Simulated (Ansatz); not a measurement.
Cl2NbO (SMILES [O]=[Nb+]([Cl])[Cl]), charge +1, singlet, geometry from GFN2-xTB (such geometries of metal compounds can be far from the true shape) (the multiplicity is a formal guess) (all electrons, no relativity). Base run: BLYP/3-21G in Ansatz (a quantum-chemistry and plane-wave program).

Input for Ansatz:
Ansatz 0.2 input:
```yaml
crystal:
  periodic: [false, false, false]
  atoms:
    - {symbol: Nb, position_ang: [0.44595350, 0.29895604, 0.07331566]}
    - {symbol: O, position_ang: [1.46993188, -0.94361898, -0.44723207]}
    - {symbol: Cl, position_ang: [-0.76328112, -0.71153418, 1.62148469]}
    - {symbol: Cl, position_ang: [-1.00398643, 0.43457855, -1.58784266]}
basis:
  gaussian:
    orbitals: 3-21G.json
hamiltonian:
  xc: blyp
total_charge: 1
```
The basis file holds 3-21G in the JSON format of the Basis Set Exchange.

Variants of this job, named by their change:

```
change                                                           ΔE vs base (mEh)
---------------------------------------------------------------  ----------------
base                                                                        0.000
final_grid = 4, 8, 17                                                  (withheld)
lower_state_search = full                                                   0.000
lower_state_search = off                                                    0.000
final_grid = 6, 12, 29                                                     -0.009
forces = on                                                                 0.000
point_charge = charge:1.0 position_ang:0.5701, -2.3597, 4.3465             98.247
point_charge = charge:-1.0 position_ang:-1.9428, 3.9184, 1.738             -123.4
point_charge = charge:0.5 position_ang:-1.3175, -4.9845, 0.0578            43.879
```

Q: Complete the blanks.

A: 
- final_grid = 4, 8, 17, ΔE vs base (mEh): 0.420
